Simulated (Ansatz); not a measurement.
Born–Oppenheimer molecular dynamics of Cl₂Zn (3 atoms, charge 0, multiplicity 1). It goes on from the last frame of an earlier run, with new velocities.

Level of theory: RKS PBE-D4/def2-SVP in Ansatz 0.2.0.

| Item | Value |
| --- | --- |
| ensemble | NVT, Langevin thermostat |
| time step | 2 fs |
| steps asked | 100 |
| set temperature | 200 K |
| friction | 0.05 /fs |
| seed | 257396 |

First frame:

```xyz
3
Properties=species:S:1:pos:R:3
Zn 0.102 0.132 -0.006
Cl -0.096 -0.124 2.062
Cl -0.092 -0.119 -2.051
```

Task: How far do the bonds stretch over the last three quarters of this one trajectory? (Pairs bonded in most of those frames.)

Result: 
```
   bond  mean (Å)  spread (Å)  shortest  longest
Zn1–Cl2     2.095       0.022      2.06     2.15
Zn1–Cl3     2.104       0.037      2.03     2.16
```

Mean temperature of the second half: 206 K. A run of 0.2 ps of so small a system gives no equilibrium averages.

The run took 2.3 min on 1 thread of Arm Neoverse V1 (shared host), peak memory 0.11 GiB.
